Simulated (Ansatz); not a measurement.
```yaml
crystal:
  periodic: [false, false, false]
  atoms:
    - {symbol: O, position_ang: [-1.864382, 0.501265, -0.439716]}
    - {symbol: Sn, position_ang: [-0.095937, 0.867529, -0.168525]}
    - {symbol: Al, position_ang: [1.037192, -1.177153, 0.594205]}
    - {symbol: H, position_ang: [-1.991800, -0.167524, -1.001636]}
    - {symbol: H, position_ang: [0.457109, 1.462974, -1.527616]}
    - {symbol: H, position_ang: [-0.189912, 2.044525, 0.869397]}
    - {symbol: H, position_ang: [0.463156, -2.474343, 0.247707]}
    - {symbol: H, position_ang: [2.269307, -1.109897, 1.374755]}
basis:
  gaussian: {orbitals: def2-mTZVP}
hamiltonian: {xc: {name: PBE1PBE}}
scf: {lower_state_search: light}
output: {forces: true}
```

```sh
$ ansatz run in.yaml --threads 2 --pin off --events-out ev --progress --plain --max-ram 4352MiB
```

Output, abridged:

```
Error: YAML parse error: error: line 14 column 19: hamiltonian.xc: no functional is named "PBE1PBE"; the names, which are not case-sensitive, are SVWN5, SPW92, PBE, PBE0, PBEsol, revPBE, revPBE0, RPBE, rPW86-PBE, HSE06, wPBEh, LC-wPBE, HISS, HF, BLYP, B3LYP, B3LYP5, BHLYP, CAM-B3LYP, r2SCAN, r2SCANh, r2SCAN0, r2SCAN50, m-r2SCAN, B97, wB97, wB97X, wB97X-V, B97M-V, wB97M-V, B2PLYP, B2GP-PLYP, PBE0-DH, PBE-QIDH
12 | basis:
13 |   gaussian: {orbitals: def2-mTZVP}
14 | hamiltonian: {xc: {name: PBE1PBE}}
15 | scf: {lower_state_search: light}
16 | output: {forces: true}
```

(1) What is wrong with this run?

Results:

(1) The method's name isn't one that the program takes here. The input was rejected before any iteration.

HSE06 is defined as in plane-wave codes.
